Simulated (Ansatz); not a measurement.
One change: `O[SiH](F)I` becomes `N[SiH](O)F`.

Ansatz, PBE0-D4/def2-TZVP geometries, multiplicity 1. Each molecule was computed in one conformer, which needn't be the lowest.

Elements past krypton have def2 core potentials.  Spin–orbit coupling is left out; it splits and shifts lone-pair levels of the heavy atoms by tenths of an eV.

```csv
property,`O[SiH](F)I`
LUMO energy (ωB97M-V/def2-TZVPP) / eV,1.66
HOMO energy (PBE/def2-TZVPP) / eV,-6.85
zero-point energy (PBE0-D4/def2-TZVP) / kJ/mol,71.1
HOMO–LUMO gap (ωB97M-V/def2-TZVPP) / eV,11.83
HOMO–LUMO gap (PBE/def2-TZVPP) / eV,5.75
HOMO energy (B3LYP/def2-TZVPP) / eV,-7.77
```

What does the change do to each property? (An estimate is asked.)

Computed: 
| property | `N[SiH](O)F` | shift |
| --- | --- | --- |
| LUMO energy (ωB97M-V/def2-TZVPP) / eV | 2.19 | 0.53 |
| HOMO energy (PBE/def2-TZVPP) / eV | -6.46 | 0.39 |
| zero-point energy (PBE0-D4/def2-TZVP) / kJ/mol | 138.0 | 66.9 |
| HOMO–LUMO gap (ωB97M-V/def2-TZVPP) / eV | 12.54 | 0.71 |
| HOMO–LUMO gap (PBE/def2-TZVPP) / eV | 6.38 | 0.63 |
| HOMO energy (B3LYP/def2-TZVPP) / eV | -7.70 | 0.07 |

With PBE0 the HOMO rises by 0.08 eV and the LUMO rises by 0.99 eV, so the gap widens by about 0.91 eV. PBE moves the HOMO by 0.39 eV and ωB97M-V by -0.18 eV. The zero-point energy changes by 66.9 kJ/mol with +6 modes.

B3LYP here is the variant with VWN-RPA as its local correlation; programs differ in this.
